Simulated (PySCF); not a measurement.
Isomers of C8H11NSi, one conformer each; single-point electronic energies without zero-point terms and without any empirical dispersion term.

Level: PBE0/pcSseg-1 in PySCF, non-relativistic, each on one gas-phase PBE0-D3(BJ)/def2-SVP geometry that isn't relaxed in the solvent. The solvent is an IEF-PCM continuum (cavity from Bondi-type radii × 1.2). The model holds no explicit solvent molecules, cavitation or dispersion.

```tsv
isomer	relative energy, gas (kcal/mol)	dipole (D)
`c1ccc(C2C[SiH2]C2)nc1`	0.0	1.60
`c1cc(C2C[SiH2]C2)ccn1`	0.9	2.66
```

Task: How do the relative energies look in acetone (ε = 20.49)?

Result: 
```
                 isomer  relative energy, solvent (kcal/mol)  E(solvent) − E(gas) (kcal/mol)  dipole in solvent (D)
`c1ccc(C2C[SiH2]C2)nc1`                                  0.0                            -4.5                   2.40
`c1cc(C2C[SiH2]C2)ccn1`                                  0.4                            -5.0                   3.59
```

The order is unchanged. Conformers: `[cH:1]1[cH:2][cH:3][c:4]([CH:5]2[CH2:6][SiH2:7][CH2:8]2)[n:9][cH:10]1` with C3–C4–C5–C6 -58°; `[cH:1]1[cH:2][c:3]([CH:4]2[CH2:5][SiH2:6][CH2:7]2)[cH:8][cH:9][n:10]1` with C2–C3–C4–C5 -57°. `c1cc(C2C[SiH2]C2)ccn1` gains most from the continuum, and it has the largest gas-phase dipole. The gains span 0.5 kcal/mol, the gas-phase energies 0.9 kcal/mol.
